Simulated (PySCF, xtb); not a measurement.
Cd(Et) (C₂H₅Cd), SMILES [CH2]([Cd])C (connectivity only; charge and spin as stated), neutral, multiplicity 2.

Harmonic wavenumbers (cm⁻¹) from xtb with GFN2-xTB at its own minimum, in rising order: 107, 142, 266, 422, 870, 882, 1051, 1089, 1215, 1399, 1451, 1484, 1506, 2885, 2921, 2925, 2936, 2939.

**Question.** What does B3LYP-D3(BJ)/def2-TZVP (PySCF 2.14.0) give at its own minimum? (Estimate from the structure and the level; the computed values follow.)

**Answer.** 146, 193, 226, 539, 840, 855, 1007, 1070, 1227, 1407, 1465, 1489, 1490, 2976, 3052, 3086, 3086, 3159. Paired by order, the mean absolute difference is 65 cm⁻¹ and the zero-point energies are 37.9 and 39.0 kcal/mol.
